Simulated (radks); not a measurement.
Results of a calculation; reference values are marked as such.
Question: Ionisation ladder of thallium, from Tl LXVII to Tl LXXXI. Each ion is in the ground configuration listed by NIST, and IE = E(next ion) - E(this ion), with E = 0 for the bare nucleus. Code: a radial shooting solver on a logarithmic mesh with Libxc functionals. Model: scalar-relativistic Kohn-Sham, LDA (Slater exchange, VWN5 correlation), spin-polarised, spherical densities, finite nucleus; open shells are filled with parallel spins first (spin-orbit coupling, left out, can overturn this in heavy ions); Fermi nuclear charge, rms radius 5.4759 fm.

| species | configuration | IE, Delta-SCF (eV) | -e(HOMO) (eV) | HOMO | <r> HOMO (bohr) |
|---|---|---|---|---|---|
| Tl LXVII | [Ne] 3s2 3p3 | 7745.8 | 7680.3 | 3p up | 0.163 |
| Tl LXVIII | [Ne] 3s2 3p2 | 7884.1 | 7818.9 | 3p up | 0.163 |
| Tl LXIX | [Ne] 3s2 3p1 | 8020.4 | 7956.2 | 3p up | 0.162 |
| Tl LXX | [Ne] 3s2 | ? | 8696.9 | 3s | 0.163 |
| Tl LXXI | [Ne] 3s1 | 8904.0 | 8845.5 | 3s up | 0.163 |
| Tl LXXII | [Ne] | 19673.3 | 19498.5 | 2p | 0.0612 |
| Tl LXXIII | [He] 2s2 2p5 | ? | 19867.1 | 2p down | 0.0609 |
| Tl LXXIV | [He] 2s2 2p4 | ? | 20231 | 2p down | 0.0605 |
| Tl LXXV | [He] 2s2 2p3 | 20888 | 20706 | 2p up | 0.0601 |
| Tl LXXVI | [He] 2s2 2p2 | 21265 | 21084 | 2p up | 0.0598 |
| Tl LXXVII | [He] 2s2 2p1 | 21635 | 21459 | 2p up | 0.0595 |
| Tl LXXVIII | [He] 2s2 | ? | 23758 | 2s | 0.0661 |
| Tl LXXIX | [He] 2s1 | 24273 | 24131 | 2s up | 0.0659 |
| Tl LXXX | [He] | 97060 | 96492 | 1s | 0.0163 |
| Tl LXXXI | 1s1 | 98656 | 98085 | 1s up | 0.0162 |

Estimate the withheld Delta-SCF values.

Answer: Tl LXX: 8755.2 eV (NIST 8730); Tl LXXIII: 20041 eV (NIST 19440); Tl LXXIV: 20401 eV (NIST 19840); Tl LXXVIII: 23898 eV (NIST 23850).
